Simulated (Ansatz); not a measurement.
(KOH)2 ring (K₂O₂H₂). Total charge 0; singlet. Geometry PBE0-D4/def2-TZVP.

```xyz
6

K     0.261    1.526   -0.781
O     0.187   -0.812   -1.523
K    -0.266   -1.525    0.779
O    -0.190    0.813    1.522
H     0.297   -1.254   -2.364
H    -0.289    1.252    2.366
```

(1) Estimate the orbital energies around the gap (eV) in Ansatz with PBE-D4/def2-TZVP, PBE-D4/def2-TZVPD, r2SCAN-D4/def2-TZVPD, PBE0-D4/def2-TZVPD, ωB97M-V/def2-TZVP.

Answers

(1) 
```csv
orbital,PBE-D4/def2-TZVP,PBE-D4/def2-TZVPD,r2SCAN-D4/def2-TZVPD,PBE0-D4/def2-TZVPD,ωB97M-V/def2-TZVP
HOMO−13,-20.37,-20.48,-21.61,-23.29,-25.92
HOMO−12,-20.37,-20.48,-21.61,-23.29,-25.92
HOMO−11,-16.87,-16.97,-17.56,-18.96,-21.36
HOMO−10,-16.83,-16.94,-17.53,-18.92,-21.33
HOMO−9,-16.81,-16.91,-17.48,-18.91,-21.32
HOMO−8,-16.65,-16.76,-17.32,-18.74,-21.15
HOMO−7,-16.62,-16.73,-17.29,-18.73,-21.14
HOMO−6,-16.52,-16.62,-17.19,-18.62,-21.03
HOMO−5,-7.74,-7.85,-8.12,-9.42,-11.83
HOMO−4,-7.66,-7.77,-8.04,-9.33,-11.71
HOMO−3,-4.13,-4.24,-4.40,-5.71,-8.11
HOMO−2,-3.95,-4.09,-4.28,-5.54,-7.96
HOMO−1,-3.94,-4.06,-4.24,-5.54,-7.93
HOMO,-3.86,-4.01,-4.20,-5.46,-7.85
LUMO,-0.88,-0.90,-0.31,-0.40,0.04
LUMO+1,-0.47,-0.49,0.04,-0.09,0.21
LUMO+2,0.86,0.08,0.49,0.43,1.93
LUMO+3,0.92,0.20,0.56,0.49,2.10
LUMO+4,1.10,0.49,0.83,0.78,2.23
LUMO+5,1.24,0.56,0.88,0.81,2.29
```
